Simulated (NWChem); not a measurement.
System: C₃H₄OSe; SMILES O1C=C[C@@H]1[SeH]

NWChem input:

```
start job
memory heap 200 mb stack 900 mb global 1100 mb
geometry units angstroms noautoz
  Se     0.009238    -1.216100    -0.160944
  C      0.136053     0.588313     0.581935
  C      1.046438     1.598666    -0.050566
  C     -0.076437     2.219105    -0.440377
  O     -0.997906     1.342148     0.084060
  H      1.118091    -1.730929     0.658481
  H      0.121126     0.543132     1.681045
  H      2.119782     1.737451    -0.132831
  H     -0.398753     3.111392    -0.981341
end
basis spherical
  * library cc-pvtz
end
dft
  xc xtpss03 ctpss03
  iterations 150
  semidirect filesize 400000000
  mulliken
end
task dft energy
```

All runs use the structure optimised with PBE0/def2-SVP.

**Question.** Predict the main results of this run. (TPSS/cc-pVTZ.) Quantities: basis functions; energy (Ha); highest occupied level (eV); orbital gap (eV); dipole (D).

**Answer.** 
```json
{
 "number_of_basis_functions": "219",
 "energy (Ha)": "-2593.50",
 "highest occupied level (eV)": "-5.44",
 "orbital gap (eV)": "4.28",
 "dipole (D)": "1.89"
}
```
